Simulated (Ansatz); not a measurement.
Single points on Hg2S3.

```yaml
crystal:
  periodic: [false, false, false]
  atoms:
    - {symbol: Hg, position_ang: [-1.220093, 0.983848, 0.260244]}
    - {symbol: Hg, position_ang: [0.389188, -1.512089, 0.290200]}
    - {symbol: S, position_ang: [-1.862833, -1.186539, 1.232102]}
    - {symbol: S, position_ang: [0.658249, 1.521145, -1.293284]}
    - {symbol: S, position_ang: [2.035488, 0.193635, -0.489263]}
basis:
  gaussian: {orbitals: def2-SVP, initial_orbitals: start.molden}
hamiltonian: {xc: {text: "exchange = 0.60*pbe_x + 0.40*exact_x\ncorrelation = pbe_c"}}
scf: {omitted_lower_state_checks: [starts]}
output: {orbitals: {seedname: orbitals}}
```

The file start.molden holds the orbitals of an earlier run on this structure, at another level or in another basis.

```sh
$ ansatz run in.yaml --threads 4 --pin off --events-out ev --progress --plain --max-ram 4787MiB
```

Shortened log:

```
Functional definition: unnamed
1128 factors; integrals over basis functions are off by at most 9.7e-4 eV
mean field evaluation 1: about -40837.3967 eV, gradient 1.3e1 eV
mean field evaluation 2: about -40837.7838 eV, gradient 3.7e-1 eV
mean field evaluation 4: about -40838.1722 eV, gradient 5.1e-3 eV
mean field -40838.17222950 eV, -1500.7751483268 hartree, gradient 8.3e-5 eV, S^2 0.000000; 0 other end points of the search recorded, 0 dependent functions left out
reference -40838.17224988 eV, -1500.7751490756 hartree; 44, 44 occupied and 74, 74 virtual orbitals, 1128 factors
Total energy: -40838.17224988 eV, -1500.7751490756 hartree
Checks for a lower state left out: starts
```

Hardware: 4 threads of Arm Neoverse V1 on a shared host. Wall time 2.4 s.

First input, but with `gaussian: {orbitals: def2-TZVP, initial_orbitals: start.molden}`, `hamiltonian: {xc: pbe, dispersion: d4}` (abridged; 2.7 s):

```
Functional definition: PBE
mean field -40850.05065697 eV, -1501.2116724848 hartree, gradient 2.8e-5 eV, S^2 0.000000
Total energy: -40850.37546214 eV, -1501.2236088545 hartree
Checks for a lower state left out: starts
```

Geometry: r2SCAN-D4/def2-SVP.

In the def2 sets Hg takes a core potential; there is no spin–orbit coupling. The order of the spin states hangs on the level: the triplet lies 0.10 eV below the singlet at PBE with 40 % exact exchange/def2-SVP, but 0.32 eV above it at PBE-D4/def2-TZVP. The structure comes from a short search, and lower isomers may exist.
